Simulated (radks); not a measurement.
Task: Species: neutral gallium. Configuration: [Ar] 3d10 4s2 4p1. Calculated with a radial shooting solver on a logarithmic mesh with Libxc functionals: Dirac Kohn-Sham, PBE, spin-unpolarised, spherical densities, point nucleus; open shells are shared between the two j in proportion to 2j + 1.

Spin-orbit splittings of the eigenvalues, e(l+1/2) - e(l-1/2), with zeta = 2 splitting/(2l+1) and mean radii in bohr:

| shell | occ. | splitting (eV) | zeta (eV) | <r> j=l-1/2 | <r> j=l+1/2 |
|---|---|---|---|---|---|
| 2p | 6 | 27.65 | 18.44 | 0.1883 | 0.1918 |
| 3p | 6 | ? | ? | 0.6719 | 0.6826 |
| 3d | 10 | 0.4615 | 0.1846 | 0.8068 | 0.8132 |
| 4p | 1 | 0.1156 | 0.07708 | 3.380 | 3.449 |

Estimate the 3p splitting.

Result: 3.626 eV (zeta = 2.417 eV).
